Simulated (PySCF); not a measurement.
# How methods differ on the ionisation energy of Pr²⁺

Pr²⁺ [Xe] 4f3 (high-spin determinant) → Pr³⁺ [Xe] 4f2 (high-spin determinant), as a difference of total energies. Computed with PySCF 2.14 in cc-pVDZ-X2C, with scalar relativity by spin-free X2C-1e. Correlated levels: valence: [Kr] 4d10 frozen. The calculations carry no spin-orbit coupling.

```csv
method,ionisation energy (eV)
UHF,19.470
MP2 (valence),20.622
SCS-MP2 (valence),20.314
CCSD (valence),20.635
CCSD(T) (valence),20.735
```

Question: How much does correlation contribute at CCSD(T) (valence)?

Answer: 20.735 − (19.470) = 1.265 eV, measured against UHF.

A first-order spin-orbit estimate (lowest level to lowest level, LS coupling) adds 0.013 eV.

Errors of the correlated levels include the incompleteness of this basis and the frozen core.

The determinant of Pr²⁺ and of Pr³⁺ mixes LS terms, which raises its energy above the lowest term, most at the Hartree-Fock and MP2 levels.

For comparison: 21.624 eV (measured; NIST Atomic Spectra Database, ionization energies).
